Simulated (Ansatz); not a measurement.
System: C$_{2}$H$_{10}$NSi$_{2}$ (charge -1, singlet). It need not be the lowest isomer of its formula. Whether it binds its extra electron was not tested at this geometry. 
Structure (B3LYP-D3(BJ)/def2-TZVP (Ansatz, a first-principles code) minimum search):
```xyz
15

Si    -0.7437    -0.1512    -0.4297
C     -2.0395     1.0951    -1.0445
C     -1.3304    -0.8690     1.2052
N      0.7774     0.5810    -0.2752
Si     2.3151    -0.1700     0.4434
H     -0.8153    -1.2836    -1.4192
H     -3.0165     0.6210    -1.1811
H     -1.7436     1.5261    -2.0055
H     -2.1551     1.9160    -0.3314
H     -2.2736    -1.4111     1.0862
H     -0.5731    -1.5521     1.5928
H     -1.4696    -0.0765     1.9451
H      0.9852     1.3309    -0.9159
H      1.8223    -0.3457     1.8968
H      2.0181    -1.6518     0.1026
```
Charge -1, spin multiplicity 1.

Basis-set convergence of Hartree-Fock and CCSD correlation energies (hartree) with Ansatz. Valence correlation only, unless marked. No spin-orbit coupling. Non-relativistic. This anion needs diffuse functions, which these sets lack.

| basis | functions | E(HF) | E(corr, CCSD) |
|---|---|---|---|
| cc-pV(D+d)Z | 138 | -713.91556 | -0.75222 |
| cc-pV(T+d)Z | 308 | -713.99178 | -0.90364 |
| cc-pV(Q+d)Z | 593 | … | … |

Question: Fill in the missing entries.

Answer: 
- cc-pV(Q+d)Z, E(HF): -714.01078
- cc-pV(Q+d)Z, E(corr, CCSD): -0.94964
